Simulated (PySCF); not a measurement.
# Computed vibrations of Pb(CH3)(OH)

Pb(CH3)(OH) (singlet). PySCF 2.14.0, RKS PBE0, Pb def2-SVP with ECP60, C def2-SVP, H def2-SVP, O def2-SVP; non-relativistic Hamiltonian with scalar-relativistic core potentials where named; density fitting; no spin-orbit coupling. Central differences of gradients.

```xyz
7

Pb   -0.0257   -0.0031   -0.2069
C     1.8203   -0.0112    1.1474
H     2.7607   -0.0389    0.5769
H     1.7986    0.8887    1.7827
H     1.7622   -0.8913    1.8077
O    -1.2899    0.0480    1.4898
H    -2.2166    0.0503    1.2215
```

Run from Python with OMP_NUM_THREADS=2. Where DIIS fails, smearing, a level shift and second-order steps follow.
It took 69 s on 2 threads of Arm Neoverse V1, on a shared host.

Problem. What are the harmonic wavenumbers and infrared intensities?

Solution. Negative numbers are unstable modes, those under 60 cm⁻¹ near the noise; a finer grid moves soft modes by up to 10 cm⁻¹.
```json
{"cm⁻¹": "-76", "km/mol": "–"}
{"cm⁻¹": "148", "km/mol": "2.8"}
{"cm⁻¹": "428", "km/mol": "86.4"}
{"cm⁻¹": "444", "km/mol": "50.8"}
{"cm⁻¹": "542", "km/mol": "74.8"}
{"cm⁻¹": "592", "km/mol": "1.1"}
{"cm⁻¹": "657", "km/mol": "1.3"}
{"cm⁻¹": "773", "km/mol": "89.6"}
{"cm⁻¹": "1152", "km/mol": "0.3"}
{"cm⁻¹": "1415", "km/mol": "6.9"}
{"cm⁻¹": "1415", "km/mol": "5.5"}
{"cm⁻¹": "3049", "km/mol": "10.0"}
{"cm⁻¹": "3163", "km/mol": "6.8"}
{"cm⁻¹": "3177", "km/mol": "10.8"}
{"cm⁻¹": "3879", "km/mol": "48.0"}
```

Problem. Is this a minimum?

Solution. No: 1 unstable; the lowest moves the atoms so:
```
Pb   0.00  0.00  0.00
C    0.00 -0.01  0.00
H   -0.01 -0.55  0.01
H    0.30  0.29 -0.40
H   -0.30  0.32  0.40
O    0.00 -0.05  0.00
H    0.00 -0.03  0.00
```
